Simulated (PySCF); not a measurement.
C₃, SMILES [C]=C=[C] (connectivity only; charge and spin as stated), neutral, multiplicity 1. Coordinates come from a PBE-D3(BJ)/def2-TZVP optimisation. The isomer is the one that the SMILES or the coordinates give; other isomers of the formula were not compared.

TDA-PBE/def2-TZVPD in PySCF puts the lowest singlet excitations at 2.98, 2.98, 4.04, 4.08, 4.08, 4.25 eV.

Problem. What are the lowest excitation roots from PySCF with ADC(2)/aug-cc-pVDZ? (The exact figures need the calculation; the answer reports its results.)

Solution. 3.36, 3.36, 4.15, 4.30, 4.60, 4.60 eV. S1 differs by 0.38 eV (second minus first; roots are paired by order, and the bases may differ).
